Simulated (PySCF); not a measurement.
BeClH₃Si.

```xyz
6

Be     0.0000     0.0000    -0.2093
Cl     0.0000     0.0000    -2.0121
Si     0.0000     0.0000     1.9647
H      1.2009     0.6933     2.5121
H      0.0000    -1.3867     2.5121
H     -1.2009     0.6933     2.5121
```

Geometry: PBE0-D3(BJ)/def2-TZVP.

Calculation: PBE0/pcSseg-2 in PySCF. Non-relativistic, no solvent.

Computed absolute GIAO shielding of each atom: isotropic value and principal components (ppm):
```json
[
 {"atom": "Be1", "σ(iso)": "85.1", "σ11": "47.2", "σ22": "47.2", "σ33": "161.0", "span": "113.8"},
 {"atom": "Cl2", "σ(iso)": "842.3", "σ11": "692.2", "σ22": "692.2", "σ33": "1142.5", "span": "450.3"},
 {"atom": "Si3", "σ(iso)": "488.0", "σ11": "471.6", "σ22": "496.2", "σ33": "496.2", "span": "24.6"},
 {"atom": "H4", "σ(iso)": "28.3", "σ11": "25.6", "σ22": "26.0", "σ33": "33.5", "span": "7.9"},
 {"atom": "H5", "σ(iso)": "28.3", "σ11": "25.6", "σ22": "26.0", "σ33": "33.5", "span": "7.9"},
 {"atom": "H6", "σ(iso)": "28.3", "σ11": "25.6", "σ22": "26.0", "σ33": "33.5", "span": "7.9"}
]
```
